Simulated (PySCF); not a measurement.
Ta(S)(F)(OH)2 (FH2O2STa), SMILES [OH][Ta]([OH])([F])=[S], multiplicity 1. Atoms are numbered in the order given.

```xyz
7

Ta     0.1634    -0.0103     0.0000
S     -2.0019    -0.0311     0.0000
F      0.8050    -1.7793     0.0000
O      0.7591     0.9110    -1.5317
H      0.3548     1.3444    -2.2889
O      0.7591     0.9110     1.5317
H      0.3548     1.3444     2.2889
```

Geometry: PBE0-D3(BJ)/def2-SVP. The spin state was assumed, not searched. The def2 effective core potentials stand for the cores of Ta; spin–orbit coupling is left out. One conformer was computed; it need not be the lowest.

Calculation: PySCF with r2SCAN/def2-TZVP.

Atomic charges (e):

| atom | Mulliken | Löwdin |
|---|---|---|
| Ta1 | 1.41 | ? |
| S2 | -0.43 | ? |
| F3 | -0.39 | -0.22 |
| O4 | -0.65 | -0.28 |
| H5 | 0.36 | ? |
| O6 | -0.65 | -0.28 |
| H7 | 0.36 | ? |

Problem. Fill in the missing entries. (The exact figures need the calculation; the answer reports its results.)

Solution. 
- Ta1, Löwdin: 0.42
- S2, Löwdin: -0.01
- H5, Löwdin: 0.18
- H7, Löwdin: 0.18
